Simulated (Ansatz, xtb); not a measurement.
**A geometry optimisation of H6InSi2+ with r2SCAN-D4/def2-SVP**

The starting geometry of this gas-phase singlet has its atoms placed at random.

```csv
atom,x (Å),y (Å),z (Å)
In,-1.1303,-0.1921,-0.3243
Si,-0.0742,1.6901,-0.9674
Si,1.7357,0.5647,-0.4375
H,1.0380,1.3755,1.1483
H,-1.7663,-0.3369,1.3523
H,-0.6566,-0.0338,-2.0675
H,-1.4804,0.6443,1.9335
H,0.9679,1.7609,0.0522
H,-0.4271,-1.8237,-0.9057
```

Q: Guess where an optimisation with r2SCAN-D4/def2-SVP ends from this start.

A: It loosens into H4InSi2 + H2, which stay close as a complex (formulas without charges). Distances that change by over a tenth: In1–Si2 (2.25 → 2.86 Å), In1–H6 (1.81 → 2.18 Å), In1–H9 (1.87 → 1.68 Å), Si2–Si3 (2.20 → 2.58 Å), Si2–H8 (1.46 → 1.76 Å). Contacts that open: In1–H5 (1.80 → 2.65 Å). Contacts that close: In1–Si3 (2.97 → 2.51 Å), Si2–H6 (2.13 → 1.61 Å), Si3–H4 (1.91 → 1.49 Å), H5–H7 (1.18 → 0.76 Å).

The energy falls by 7.33 eV over 26 steps:

| step | E − E(last) (eV) |
| --- | --- |
| 1 | 7.330 |
| 4 | 1.878 |
| 7 | 0.935 |
| 9 | 0.583 |
| 12 | 0.354 |
| 15 | 0.101 |
| 18 | 0.004 |
| 20 | 0.001 |
| 23 | 0.000 |
| 26 | 0.000 |

Final geometry (Å):

```xyz
9

In   -0.4083   -0.6706   -0.3252
Si   -0.2250    2.0986   -1.0025
Si    1.5889    0.7494    0.2344
H     1.7024    1.9632    1.0974
H    -2.1678   -0.6550    1.6504
H    -0.7357    0.8411   -1.8607
H    -1.7915   -0.0028    1.7822
H     1.4132    1.4702   -1.1920
H    -1.1697   -2.1451   -0.6001
```

From the same start GFN2-xTB ends elsewhere, in pieces: H4InSi2 + H2.

From so rough a start the end depends on the optimiser's path, so another program may land elsewhere. No frequencies were run, so the end isn't proven a minimum. Atoms past krypton carry core potentials, without spin–orbit terms. Run with Ansatz 0.2.0, 33 s on 2 threads of Intel(R) Xeon(R) 6975P-C (Granite Rapids) (shared host).
